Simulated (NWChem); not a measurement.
Molecule: InNH3Cl; SMILES [NH2][InH][Cl]

```xyz
6

In    -0.3194     0.3626     0.0005
H     -1.9673     0.7803    -0.0765
Cl     0.2814    -1.9222    -0.0028
N      1.3284     1.5069    -0.0412
H      2.2295     1.0938     0.1753
H      1.3082     2.4888     0.2114
```
Atoms are numbered in this order, from 1.

Coordinates come from a PBE0/def2-SVP optimisation. def2 effective core potentials on In; no spin-orbit coupling.

List the 4 lowest vertical singlet excitations from PBE/def2-SVP with def2 effective core potentials on In, full TDDFT (NWChem).


| state | energy (eV) | oscillator strength | leading excitation (squared amplitude) |
|---|---|---|---|
| S1 | 4.50 | 0.012 | HOMO → LUMO+1 (0.83) |
| S2 | 4.92 | 0.044 | HOMO → LUMO (0.63) |
| S3 | 5.01 | 0.003 | HOMO−1 → LUMO (0.93) |
| S4 | 5.38 | 0.042 | HOMO−1 → LUMO+1 (0.76) |
